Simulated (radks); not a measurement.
Values are calculated unless marked as measured or tabulated.
Excited configurations of Te I: one electron is placed in a higher orbital outside [Kr] 4d10 5s2 5p3. The ground configuration is [Kr] 4d10 5s2 5p4. Code: a radial shooting solver on a logarithmic mesh with Libxc functionals. Model: Dirac Kohn-Sham, BLYP, spin-unpolarised, spherical densities, point nucleus; open shells fill j = l - 1/2 first. Excitation = E - E(ground); binding = E(ion) - E, where the ion is the core of charge +1; n* = 1/sqrt(2 binding) in atomic units, and the quantum defect is n - n*.

outer orbital	excitation (eV)	binding (eV)	n*	<r> (bohr)
5d3/2	7.253	1.947	2.643	7.558
6s1/2	5.824	3.376	2.008	6.360
6p1/2	6.975	2.225	2.473	8.437
7s1/2	7.554	1.646	2.875	13.02

The Delta-SCF ionisation energy is 9.200 eV (NIST Atomic Spectra Database: 9.010 eV, measured). Self-interaction in the functional shifts the binding energies and quantum defects, so they are the method's values and not measured ones. Spin polarisation and multiplet splitting are left out, so open shells lie too high by an amount that depends on their filling.

Beside tabulated values, note that spin-unpolarised runs miss the spin-polarisation part of the exchange energy of open shells.
